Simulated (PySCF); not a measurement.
C3H10Si3, SMILES [C@H]1([SiH2][SiH2]C1=C)[SiH3]. The structure is a stationary point at PBE-D3(BJ)/def2-SVP. The structure was generated by enumeration; whether it is a known compound was not checked.

Computed equilibrium geometry at PBE-D3(BJ)/def2-SVP (PySCF confirms it by a frequency run) as bond lengths and angles:
Atoms: C1 C2 Si3 Si4 C5 Si6 H7 H8 H9 H10 H11 H12 H13 H14 H15 H16. Bonds (Å): C1–C2 1.350, C1–H7 1.105, C1–H8 1.102, C2–Si3 1.917, C2–C5 1.532, Si3–Si4 2.351, Si3–H9 1.505, Si3–H10 1.507, Si4–C5 1.938, Si4–H11 1.506, Si4–H12 1.506, C5–Si6 1.905, C5–H13 1.113, Si6–H14 1.505, Si6–H15 1.506, Si6–H16 1.506. Angles (°): C2–C1–H7 121.7, C2–C1–H8 121.6, H7–C1–H8 116.7, C1–C2–Si3 129.9, C1–C2–C5 126.2, Si3–C2–C5 103.2, C2–Si3–Si4 75.3, C2–Si3–H9 115.8, C2–Si3–H10 114.6, Si4–Si3–H9 122.7, Si4–Si3–H10 116.1, H9–Si3–H10 108.9, Si3–Si4–C5 77.8, Si3–Si4–H11 123.6, Si3–Si4–H12 114.6, C5–Si4–H11 116.0, C5–Si4–H12 112.1, H11–Si4–H12 109.3, C2–C5–Si4 97.8, C2–C5–Si6 111.0, C2–C5–H13 113.8, Si4–C5–Si6 110.8, Si4–C5–H13 116.1, Si6–C5–H13 107.1, C5–Si6–H14 110.4, C5–Si6–H15 109.6, C5–Si6–H16 110.1, H14–Si6–H15 108.7, H14–Si6–H16 109.4, H15–Si6–H16 108.6.
